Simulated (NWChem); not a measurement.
CH5BFNO; SMILES CNB(O)F

```xyz
10

B     -0.0010     0.5968    -0.0002
F     -0.7917     1.6918    -0.0005
N     -0.6320    -0.6754     0.0001
C     -0.0121    -1.9790     0.0008
H     -1.6533    -0.6808     0.0002
H     -0.2766    -2.5851    -0.8952
H     -0.2715    -2.5820     0.9004
H      1.0934    -1.8796    -0.0027
O      1.3527     0.8218    -0.0001
H      1.8715     0.0004     0.0000
```
Atoms are numbered in this order, from 1.

Computed with NWChem. All runs use the structure optimised with PBE-D3(BJ)/def2-SVP. Vzz is the largest principal value of the second derivative of the potential at the nucleus (NWChem prints the opposite sign); η is the asymmetry. Non-relativistic.

Task: Predict the results for CAM-B3LYP/def2-TZVP. Quantities: Vzz B1 (a.u.); η B1; Vzz N3 (a.u.); η N3; Vzz O9 (a.u.); η O9.

Result: The vzz B1 (a.u.) is 0.273 and the η B1 comes out as 0.52. The vzz N3 (a.u.) comes out as -0.903. The η N3 comes out as 0.48 and the vzz O9 (a.u.) comes out as 1.347. The η O9 is 0.40.
